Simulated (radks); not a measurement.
Problem. The mean radii <r> (bohr) of the occupied orbitals of an atom or ion are listed with their occupations. Method: Dirac Kohn-Sham, PBE, spin-unpolarised, spherical densities, finite nucleus; Fermi nuclear charge, rms radius of each element as measured or else 0.836 A^(1/3) + 0.57 fm; computed with a radial shooting solver on a logarithmic mesh with Libxc functionals.

orbital     occ.      <r>
1s1/2          2  0.03707
2s1/2          2   0.1623
2p1/2          2   0.1387
2p3/2          4   0.1430
3s1/2          2   0.4579
3p1/2          2   0.4544
3p3/2          4   0.4648
3d3/2          4   0.4491
3d5/2          6   0.4526
4s1/2          2    1.169
4p1/2    1.66667    1.264
4p3/2    3.33333    1.288

Name the element and its charge. Open shells, if any, are shared by 2j + 1.

Solution. Z = 40, zirconium, charge +5: Zr5+ in [Ar] 3d10 4s2 4p5. The 1s radius gives Z: for a bare nucleus <r> = (2 gamma + 1)/(2Z) with gamma = sqrt(1 - (Z/c)^2), 0.03641 bohr for Z = 40, and screening makes it slightly larger (0.03707 here). The occupations add up to 35, and the charge is Z minus that.
